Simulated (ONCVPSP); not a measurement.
# platinum: excitation energies, all-electron against ONCV

* Element: platinum
* Generator: ONCVPSP 4.0.1
* Type: optimised norm-conserving Vanderbilt (ONCV)
* Functional: PBE
* Relativity: scalar-relativistic
* Frozen core: [Kr] 4d10 4f14
* Valence charge: 18
* Reference configuration: 5s2 5p6 5d9 6p1
* Partial waves: 5s: rc 1.45 bohr, ncon 4, nbas 8, qcut 7.6 1/bohr, 2 projectors, debl 1.2 Ha; 5p+6p: rc 2.10 bohr, ncon 3, nbas 7, qcut 7.3 1/bohr, 2 projectors; 5d: rc 2.15 bohr, ncon 3, nbas 8, qcut 8.4 1/bohr, 2 projectors, debl 3.6 Ha
* Local potential: polynomial inside 0.90 bohr (lpopt 5, dvloc0 3 Ha)
* Core correction: polynomial model core, fcfact 0.75

In the s channel the program set the typed energies aside and used -3.817, 0.250 Ha.

Energies are relative to the spin-unpolarised reference configuration 5s2 5p6 5d9 6p1; without spin polarisation the order of configurations can differ from experiment.

| valence configuration | charge | ΔE all-electron (eV) | error AE − PS (meV) |
| --- | --- | --- | --- |
| 5s2 5p6 5d9 6s1 6p0 | 0 | -5.049 | +1.3 |
| 5s2 5p6 5d8 6p0 | +2 | 24.111 | -4.9 |
| 5s2 5p6 5d9 6s0.5 6p0 | +0.5 | -1.355 | +0.3 |

Problem. What are ΔE and the potential's error for 5s2 5p6 5d9 6p0?

Solution. ΔE = 4.145 eV all-electron; the error (AE − PS) is -2.0 meV.

Note: no bound ghost flagged; GHOST(+) flagged for s at 24.0 eV.
